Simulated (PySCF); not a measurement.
HAs, triplet, at a GFN2-xTB geometry.

PySCF was given this input:
```python
from pyscf import gto, scf, dft

mol = gto.M(
    atom='''
As   -0.000000   -0.000000   -0.044544
H     0.000000    0.000000    1.469944
''',
    basis='6-311g**',
    charge=0,
    spin=2,
    verbose=4,
    symmetry=True,
)

mf = dft.UKS(mol)
mf.xc = 'lda,vwn'
mf.kernel()
mf.analyze()
```

Problem. What does this run give for the HOMO energy, dipole moment, total energy, number of basis functions, <S^2>?

Solution. 
- HOMO energy = -5.85 eV
- dipole moment = 0.37 D
- total energy = -2233.0875 Eh
- number of basis functions = 50
- <S^2> = 2.002

These values belong to the state on which the SCF converged, which isn't shown to be the lowest.
